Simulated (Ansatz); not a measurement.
Question: Name a neutral molecule of C, F, S and H with HOMO energy (PBE0/def2-TZVPP) between -7.65 and -7.35 eV and size of the dipole moment (B3LYP/def2-TZVPP) between 2.25 and 2.55 D (Ansatz, PBE0-D4/def2-TZVP geometry).

Answer: `C=CCSC(F)(F)F` (-7.49 eV, 2.29 D); `CSC(F)(F)F` (-7.51 eV, 2.31 D). Other molecules can fit too; these were computed, each in one conformer that needn't be the lowest.

B3LYP here is the variant with VWN-RPA as its local correlation; programs differ in this.
